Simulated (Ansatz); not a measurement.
Series CXY, Y = amino, computed as singlets and as triplets. Isolated molecules, 0 K electronic values unless said otherwise. One relaxed conformer stands for each flexible species; it need not be the lowest. Strings in code marks are SMILES.

Quantity: adiabatic spin-state energy, in kcal/mol. HF references are unrestricted for open shells and restricted for singlets.

A: `N[C][SiH3]`: multiplicity 3 minus multiplicity 1
B: `N[C]N`: multiplicity 3 minus multiplicity 1
C: `[CH]N`: multiplicity 3 minus multiplicity 1
D: `N[C]S`: multiplicity 3 minus multiplicity 1
E: `B[C]N`: multiplicity 3 minus multiplicity 1

### Question
Put the candidates in order of adiabatic spin-state energy, lowest first, for frozen-core CCSD(T)/cc-pVDZ // PBE0-D3(BJ)/def2-TZVP (Ansatz, a first-principles code).

### Answer
A (26.5 kcal/mol), E (33.5 kcal/mol), C (33.9 kcal/mol), D (42.1 kcal/mol), B (53.6 kcal/mol)
